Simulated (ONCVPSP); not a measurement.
Cutoff test, lutetium, ONCV

```
Element                 : Lu
Generator               : ONCVPSP 4.0.1
Type                    : optimised norm-conserving Vanderbilt (ONCV)
Functional              : PBE
Relativity              : scalar-relativistic
Frozen core             : [Kr]
Valence charge          : 35
Reference configuration : 4d10 4f14 5s2 5p6 5d1 6s1.5 (charge +0.5)
Partial waves           : 5s+6s: rc 2.25 bohr, ncon 4, nbas 7, qcut 4.3 1/bohr, 2 projectors; 5p: rc 2.25 bohr, ncon 3, nbas 8, qcut 7.7 1/bohr, 1 projector; 4d+5d: rc 0.85 bohr, ncon 4, nbas 9, qcut 15.5 1/bohr, 2 projectors; 4f: rc 1.00 bohr, ncon 4, nbas 8, qcut 16.7 1/bohr, 2 projectors, debl 1.2 Ha
Local potential         : polynomial inside 0.75 bohr (lpopt 5, dvloc0 -1 Ha)
Core correction         : Teter function, fcfact 2, rcfact 1.25
```

Task: For each optimised wave give the share of its norm inside rc, the residual kinetic energy above qcut (Ha) and the cutoffs (Ha) for errors of 10, 1, 0.1 and 0.01 mHa per electron.

Result:

```tsv
wave	norm inside rc	residual KE	10 mHa	1 mHa	0.1 mHa	0.01 mHa
5s	0.987	2.1e-05	4.1	5.3	6.8	18.8
6s	0.128	2.0e-04	3.2	4.9	12.8	31.9
5p	0.940	2.2e-09	7.1	9.2	16.2	20.7
4d	0.918	3.0e-04	97.6	111.8	212.3	431.1
5d	0.019	4.8e-05	77.8	98.7	114.8	166.9
4f	0.813	4.8e-05	110.9	124.1	135.1	268.7
f projector 2	0.027	4.8e-06	89.8	109.8	124.6	136.1
```

The occupied waves need 124 Ha and 212 Ha for 1 and 0.1 mHa. Note: ghosts flagged at negative energy: s at -334.3 eV, p at -151.2 eV; no localised positive-energy state flagged. A true bound ghost makes a file unfit for plane-wave use. Its largest configuration-test error is -313 meV.
